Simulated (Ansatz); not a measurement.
`O[BH][GaH2]` + H₂S → `OBS` + `[GaH3]` at 700 K and 1 bar (cleavage of the B–Ga bond).

Isolated molecules relaxed with PBE0-D4/def2-TZVP in Ansatz; ΔE leaves out vibrations. CCSD(T)/CBS adds triple-zeta CCSD(T) − MP2 to the extrapolated MP2 energy (def2 sets, frozen cores). This one scheme is used for every species. For Ga outer-core shells are correlated without core-valence functions, which leaves a few kJ/mol of doubt a bond. Scalar relativity is left out up to krypton. One conformer a species, not always the lowest.

```tsv
species	CCSD(T)/CBS energy (Eh)	H − E (kJ/mol)	S (J/(mol·K))
`O[BH][GaH2]`	-2026.31965	162.0	386.4
H₂S	-398.97279	64.8	236.9
`OBS`	-499.62211	144.1	339.0
`[GaH3]`	-1925.70545	80.8	262.3
```

H − E and S are ideal-gas, rigid-rotor, harmonic terms from PBE0-D4/def2-TZVP, for one conformer and one mirror image of each species. 1 Eh = 2625.50 kJ/mol, R = 8.31446 J/(mol·K).

Question: By hand: ΔE, ΔH, ΔS and ΔG.

Answer: ΔE = (-499.62211) + (-1925.70545) − (-2026.31965) − (-398.97279) = -0.03512 Eh = -92.2 kJ/mol. Δ(H − E) = 144.1 + 80.8 − 162.0 − 64.8 = -1.9, so ΔH = -94.1 kJ/mol. ΔS = 339.0 + 262.3 − 386.4 − 236.9 = -22.0 J/(mol·K). ΔG = -94.1 − 700 × (-22.0)/1000 = -78.7 kJ/mol.

Question: By hand: the equilibrium constant, and the temperature at which ΔG would vanish if ΔH and ΔS stayed fixed.

Answer: log₁₀ K = −ΔG/(RT ln 10) = 5.9. ΔG = 0 at ΔH/ΔS = 4277 K, far beyond where these terms or the molecules hold.

ΔH outweighs TΔS. A doubt of 5 kJ/mol in ΔE shifts log₁₀ K by 0.4 here. Other conformers and mirror images would add mixing entropy, several J/(mol·K) or more a flexible species. These are equilibria of isolated gas molecules and say nothing of rates. Largest T1 diagnostic: 0.014 (customary marks: 0.02 for closed shells, 0.045 for open ones).
